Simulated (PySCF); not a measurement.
C₅H₁₃AlO (SMILES CC(C)[O][Al]([CH3])[CH3]), singlet, at a GFN2-xTB geometry (such geometries of metal compounds can be far from the true shape). Base run: PySCF with DF-R2SCAN/6-31G.

Input for PySCF:
```python
from pyscf import gto, scf, dft

mol = gto.Mole()
mol.atom = '''
    Al   -0.09792000    0.50141924    1.18315613
    C    -0.80551154   -0.68509344    2.63031368
    H    -1.70087429   -1.22275385    2.30551218
    H    -1.06728339   -0.13809615    3.53712470
    H    -0.07732687   -1.45061954    2.91301206
    C     0.16092902    2.47864507    1.34635718
    H     1.20598460    2.76089778    1.18984149
    H    -0.13549367    2.86543267    2.32241152
    H    -0.41657519    3.02219174    0.59309319
    O     0.32197567   -0.20914425   -0.24662367
    C     0.57727883   -0.78671879   -1.48968187
    C     0.40900217    0.25571812   -2.59394843
    C    -0.35434283   -1.97690219   -1.71322839
    H     1.61882108   -1.14356193   -1.49146852
    H    -0.61791606    0.61489941   -2.60174635
    H     0.64587025   -0.17546140   -3.56314641
    H     1.06893275    1.09920765   -2.40620809
    H    -0.22974159   -2.69695160   -0.90810866
    H    -1.38727974   -1.63525927   -1.71514579
    H    -0.13409727   -2.45911436   -2.66208438
'''
mol.basis = '6-31g'
mol.verbose = 4
mol.build()

mf = dft.RKS(mol)
mf.xc = 'r2scan'
mf = mf.density_fit(auxbasis='def2-universal-jkfit')
mf.kernel()
mf.analyze()
```

Variants of this job, named by their change:

| change | ΔE vs base (µEh) | SCF cycles | outcome |
|---|---|---|---|
| base | 0.0 | 10 | converged |
| solver = newton | 0.0 | - | converged |
| conv_tol = 1e-7 | 0.0 | 8 | converged |
| init_guess = atom | 0.0 | 11 | converged |
| init_guess = mod_huckel | 0.0 | 14 | converged |
| level_shift = 0.5 (with mf.max_cycle = 100) | 0.0 | 18 | converged |
| solver = newton; init_guess = 1e | - | - | cut at the time limit |
| DIIS = ADIIS | 0.0 | 19 | converged |
| diis = off; damp = 0.6 (with mf.diis_start_cycle = 200; with mf.max_cycle = 150) | 0.0 | 17 | converged |
| init_guess = vsap | 0.0 | 13 | converged |
| conv_tol = 1e-6 | 0.0 | 8 | converged |
| diis_space = 12 | 0.0 | 10 | converged |
| level_shift = 0.3 (with mf.max_cycle = 100) | 0.0 | 15 | converged |
